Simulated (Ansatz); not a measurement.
Input file for Ansatz (a first-principles code): R-CCSD(T)/def2-TZVPP on ClGeHO (SMILES [OH][Ge][Cl]), a point of a torsion scan. The run froze 20 orbitals, filled d shells among them.

Ansatz 0.2 input:
```yaml
crystal:
  periodic: [false, false, false]
  atoms:
    - {symbol: O, position_ang: [-0.98003072, 0.25264697, 0.27440056]}
    - {symbol: Ge, position_ang: [0.57824611, 0.88248312, -0.31620436]}
    - {symbol: Cl, position_ang: [0.65383050, 2.52638958, 1.06754426]}
    - {symbol: H, position_ang: [-1.43977710, -0.51311565, -0.05905170]}
basis:
  gaussian:
    orbitals: def2-TZVPP
magnetization: {spin_polarized: false}
correlation: {method: ccsd_t, electrons: outside_noble_gas}
scf: {lower_state_search: off}
```

Output:

```
WARN ansatz: RAYON_NUM_THREADS=1 ignored (pool sized by the plan → 1); use --threads N
Functional definition: HF
these checks for a lower state are left out or cut short: stability, starts, cluster_reference, orbital_swaps, neighbouring_geometries, increment
integrals: 0.25 GiB planned
856 factors; integrals over basis functions are off by at most 8.0e-4 eV
mean field: 0.40 GiB planned
mean field evaluation 1: about -71030.2451 eV, gradient 3.9e1 eV
mean field evaluation 2: about -71030.3525 eV, gradient 4.0e1 eV
mean field evaluation 4: about -71033.3632 eV, gradient 2.7e0 eV
mean field evaluation 8: about -71033.4079 eV, gradient 2.8e-1 eV
mean field -71033.40860644 eV, -2610.4296181129 hartree, gradient 9.0e-6 eV, S^2 0.000000; 0 other end points of the search recorded, 0 dependent functions left out
20 core orbitals not correlated
reference -71033.40860644 eV, -2610.4296181129 hartree; 9, 9 occupied and 106, 106 virtual orbitals, 856 factors
second order -14.28272827 eV of doubles, -0.00000000 eV of singles
coupled cluster: 0.43 GiB planned
cycle   1  -14.48297897 eV  change   -2.0e-1 eV  update   9.4e-2
cycle   2  -14.82395947 eV  change   -3.4e-1 eV  update   3.1e-2
cycle   3  -14.92790309 eV  change   -1.0e-1 eV  update   1.9e-2
cycle   4  -14.91594333 eV  change    1.2e-2 eV  update   5.0e-3
cycle   5  -14.91230681 eV  change    3.6e-3 eV  update   2.4e-3
cycle   6  -14.91318412 eV  change   -8.8e-4 eV  update   8.4e-4
cycle   7  -14.91287492 eV  change    3.1e-4 eV  update   3.3e-4
cycle   8  -14.91285497 eV  change    2.0e-5 eV  update   9.4e-5
cycle   9  -14.91288812 eV  change   -3.3e-5 eV  update   3.7e-5
cycle  10  -14.91287625 eV  change    1.2e-5 eV  update   1.3e-5
perturbative correction -0.62169756 eV, -0.0228469638 hartree
Total energy: -71048.94318024 eV, -2611.0005031705 hartree
Checks for a lower state left out: stability, starts, cluster_reference, orbital_swaps, neighbouring_geometries, increment
```

The calculation finished and met its thresholds.

Cost: about 9 core-seconds (a rough figure).
